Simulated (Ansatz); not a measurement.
Ansatz (an electronic-structure program) job for ClHO3W, SMILES [W](=[O])([OH])([Cl])=[O], multiplicity 1, CAM-B3LYP/def2-SVPD. Geometry: B3LYP-D3(BJ)/def2-SVP. The geometry has at least one imaginary mode, so it is a saddle point at that level. The spin state was assumed, not searched. The structure was generated by enumeration; whether it is a known compound was not checked. The def2 effective core potentials stand for the cores of W; spin–orbit coupling is left out. Other conformers were not sampled.

Ansatz 0.2 input:
```yaml
crystal:
  periodic: [false, false, false]
  atoms:
    - {symbol: W, position_ang: [0.04006682, 0.19191055, -0.00000000]}
    - {symbol: O, position_ang: [0.95034387, 0.67286346, -1.36440247]}
    - {symbol: O, position_ang: [0.95034388, 0.67286346, 1.36440246]}
    - {symbol: Cl, position_ang: [-0.19526956, -2.09168424, 0.00000000]}
    - {symbol: O, position_ang: [-1.61329822, 1.07610180, 0.00000001]}
    - {symbol: H, position_ang: [-1.94447803, 1.98262172, 0.00000001]}
basis:
  gaussian:
    orbitals: def2-SVPD
hamiltonian:
  xc: {name: CAM-B3LYP}
```

It prints:

```
WARN ansatz: RAYON_NUM_THREADS=1 ignored (pool sized by the plan → 1); use --threads N
Functional definition: CAM-B3LYP
integrals: 0.09 GiB planned
1251 factors; their error is unknown
integrals: 0.12 GiB planned
409 factors; integrals over basis functions are off by at most 2.4e-5 eV
mean field: 0.80 GiB planned
mean field evaluation 1: about -20479.2422 eV, gradient 1.1e2 eV
mean field evaluation 2: about -20328.6455 eV, gradient 3.0e2 eV
mean field evaluation 4: about -20498.9036 eV, gradient 2.3e1 eV
mean field evaluation 8: about -20499.8218 eV, gradient 1.1e-1 eV
mean field evaluation 16: about -20499.9163 eV, gradient 5.6e-4 eV
mean field -20499.91632812 eV, -753.3580297159 hartree, gradient 7.6e-5 eV, S^2 0.000000; 0 other end points of the search recorded, 0 dependent functions left out
reference -20499.91646626 eV, -753.3580347925 hartree; 28, 28 occupied and 111, 111 virtual orbitals, 1251 factors
Total energy: -20499.91646626 eV, -753.3580347925 hartree
```

The calculation finished and met its thresholds.
